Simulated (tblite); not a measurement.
Species: C6H9F2NO.
Numbering: `[CH3:1][C@@H:2]([C:3]([NH2:4])=[O:5])[CH:6]1[C@@H:7]([F:8])[C@@H:9]1[F:10]` (hydrogens: H11, H12, H13 on C1; H14 on C2; H15, H16 on N4; H17 on C6; H18 on C7; H19 on C9)

Computed with GFN2-xTB (tblite), gas phase: L-BFGS steps from a force-field or distance-geometry start until the largest atomic force falls under 0.01 eV/Å.

Geometry at step 26:
```
atom  x, y, z in Å
C1     -1.2129   -1.4227    0.3970
C2     -0.4157   -0.3520   -0.3740
C3     -0.9708    1.0162    0.0480
N4     -2.2687    1.1687   -0.3045
O5     -0.3765    1.8713    0.6596
C6      1.0815   -0.5476   -0.1835
C7      2.1264    0.4100   -0.6951
F8      1.7357    1.5613   -1.3032
C9      1.9092    0.2545    0.7785
F10     2.8807   -0.3806    1.4973
H11    -1.4789   -1.0565    1.3864
H12    -0.6177   -2.3229    0.5153
H13    -2.1263   -1.6917   -0.1310
H14    -0.6165   -0.4625   -1.4463
H15    -2.8003    0.4331   -0.7323
H16    -2.7397    2.0146   -0.0298
H17     1.3577   -1.5906   -0.2886
H18     3.0438    0.0361   -1.1401
H19     1.4792    1.0705    1.3389
```

Question: What forces act on the atoms?

Answer: 
```csv
atom,Fx (eV/Å),Fy (eV/Å),Fz (eV/Å)
C1,0.048,0.027,-0.007
C2,-0.049,0.076,-0.007
C3,0.022,-0.020,-0.008
N4,0.029,0.008,-0.016
O5,-0.042,-0.041,-0.008
C6,-0.065,0.012,0.084
C7,-0.025,0.008,0.060
F8,0.044,-0.046,0.020
C9,0.079,0.125,-0.030
F10,-0.032,-0.082,-0.094
H11,0.051,-0.059,0.010
H12,-0.013,-0.055,0.005
H13,0.032,0.030,0.053
H14,0.014,0.004,-0.024
H15,-0.007,0.059,-0.054
H16,-0.006,-0.002,-0.011
H17,0.098,-0.025,0.035
H18,-0.114,-0.010,-0.025
H19,-0.065,-0.006,0.019
```

The largest, 0.15 eV/Å, acts on C9; the rms over all components is 0.047 eV/Å. The forces sum to zero within rounding, as they must for an isolated molecule in no field.

Question: Give the force on C9 in Eh/bohr and in nN.

Answer: 0.151 eV/Å ÷ 51.422 = 0.00293 Eh/bohr, and 0.151 eV/Å × 1.602 = 0.24 nN.

Question: How far is this geometry from the end of the optimisation?

Answer: 0.205 eV above it, and 0.666 Å rms away after alignment. The bonds farthest from their final lengths, with half the difference of the two atoms' forces along the bond (positive lengthens):

```tsv
bond	now (Å)	final (Å)	force along bond (eV/Å)
C1–C2	1.542	1.530	-0.01
C2–C3	1.536	1.531	-0.06
C7–F8	1.359	1.363	-0.02
C9–F10	1.365	1.362	-0.01
C3=O5	1.208	1.211	-0.02
C7–H18	1.086	1.083	-0.02
```

The angle farthest from its final value is C3–C2–C6, 115.8° against 111.5°.

The cost below is that of the whole relaxation. The run took 1.0 s wall on Arm Neoverse V1, one thread, no GPU, on a shared host.
